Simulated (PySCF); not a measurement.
## Sc⁺ (scandium, charge +1): UHF calculation

Configuration: [Ar] 3d1 4s1, high-spin 3D determinant. Calculation: PySCF 2.14, in aug-cc-pVDZ-DK; the spin-free X2C one-electron Hamiltonian (Gaussian nucleus).

* Total energy: -763.085149 hartree
* One-electron energy: -1039.5452 hartree
* Hartree (Coulomb) energy: 314.6823 hartree
* Exchange energy: -38.2223 hartree
* ⟨S²⟩: 2.0014
* ⟨L²⟩: 6.017
* Sum of ⟨r⟩: 16.96 bohr
* Sum of ⟨r²⟩: 30.35 bohr²
* Traceless quadrupole moment −½Σ⟨3z² − r²⟩ along its main axis: 0.720 e·bohr²
* Langevin diamagnetic susceptibility: -24.0 ×10⁻⁶ cm³/mol
* Time after the integrals: 0.31 s of wall time on 1 thread of Intel(R) Xeon(R) CPU @ 2.60GHz (shared host)

| shell | electrons | mean orbital energy (hartree) | spread (hartree) | rms radius, mean of both spins (bohr) |
| --- | --- | --- | --- | --- |
| 1s α | 1 | -167.08766 | 0 | 0.0844 |
| 1s β | 1 | -167.08469 | 0 | 0.0844 |
| 2s α | 1 | -19.53149 | 0 | 0.370 |
| 2s β | 1 | -19.51362 | 0 | 0.370 |
| 2p α | 3 | -15.95507 | 0.00283 | 0.340 |
| 2p β | 3 | -15.94004 | 0.01876 | 0.340 |
| 3s α | 1 | -2.87884 | 0 | 1.15 |
| 3s β | 1 | -2.81109 | 0 | 1.15 |
| 3p α | 3 | -1.86721 | 0.03692 | 1.27 |
| 3p β | 3 | -1.79234 | 0.05586 | 1.27 |
| 3d α | 1 | -0.60157 | 0 | 1.85 |
| 4s α | 1 | -0.45221 | 0 | 3.69 |

Densities and radii are taken from the X2C orbitals without a picture-change correction, which distorts them close to the nucleus.
